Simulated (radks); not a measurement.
Results of a calculation; reference values are marked as such.
Polarisability of the gold ion Au+, [Xe] 4f14 5d10, at imaginary frequency. Code: a radial shooting solver on a logarithmic mesh with Libxc functionals. Model: non-relativistic Kohn-Sham, LDA (Slater exchange, Perdew-Wang correlation), spin-polarised, spherical densities, point nucleus; relativity is left out, which matters for an element this heavy. Response by self-consistent Sternheimer equations with the Hartree and adiabatic LDA kernel.

w (hartree),alpha1(iw) (bohr^3),alpha2(iw) (bohr^5)
0.00266,12.60,85.30
0.0143,12.59,85.05
0.0360,12.54,83.75
0.0697,12.40,79.92
0.118,12.07,72.30
0.186,11.41,61.51
0.280,10.34,50.06
0.413,8.900,39.78
0.605,7.218,30.81
0.892,5.451,22.67
1.35,3.739,15.29
2.12,2.233,9.008
3.59,1.095,4.309
6.94,0.4110,1.462
17.5,0.1012,0.2700

Static values: alpha1 = 12.60 bohr^3 (1.867 angstrom^3; uncoupled 20.54), alpha2 = 85.30 bohr^5, alpha3 = 614.8 bohr^7. C6 = 92.29, C8 = 2269, triple-dipole C9 = 782.7 atomic units. One-pole (London) frequency 4 C6 / (3 alpha1^2) = 0.775 hartree, against 0.592 for minus the highest occupied eigenvalue. The dipole shielding factor is 0.988, as the force sum rule N/Z = 0.987 demands.
